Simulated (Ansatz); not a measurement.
`O=COC(F)(F)F` and `N#CC(F)(F)F` differ in one atom or group.

Ansatz, PBE0-D4/def2-TZVP geometries, multiplicity 1. Each molecule was computed in one conformer, which needn't be the lowest.

```
                                          property  `O=COC(F)(F)F`
size of the dipole moment (ωB97M-V/def2-TZVPP) / D            2.06
                HOMO energy (PBE0/def2-TZVPP) / eV           -9.29
    size of the dipole moment (PBE/def2-TZVPP) / D            1.87
             HOMO energy (ωB97M-V/def2-TZVPP) / eV          -11.74
              HOMO–LUMO gap (PBE0/def2-TZVPP) / eV            8.30
               HOMO energy (B3LYP/def2-TZVPP) / eV           -9.05
```

Give the same properties after the change, and the shifts. (An estimate is asked.)

The calculation gave: 
```csv
property,`N#CC(F)(F)F`,shift
size of the dipole moment (ωB97M-V/def2-TZVPP) / D,1.40,-0.66
HOMO energy (PBE0/def2-TZVPP) / eV,-11.13,-1.84
size of the dipole moment (PBE/def2-TZVPP) / D,1.48,-0.39
HOMO energy (ωB97M-V/def2-TZVPP) / eV,-13.51,-1.77
HOMO–LUMO gap (PBE0/def2-TZVPP) / eV,10.34,2.04
HOMO energy (B3LYP/def2-TZVPP) / eV,-10.86,-1.81
```

With PBE0 the HOMO falls by 1.84 eV and the LUMO rises by 0.21 eV, so the gap widens by about 2.05 eV. PBE moves the HOMO by -2.08 eV and ωB97M-V by -1.77 eV. The zero-point energy changes by -42.2 kJ/mol with -6 modes. Dipoles are sizes alone; their direction can turn.

B3LYP here is the variant with VWN-RPA as its local correlation; programs differ in this.
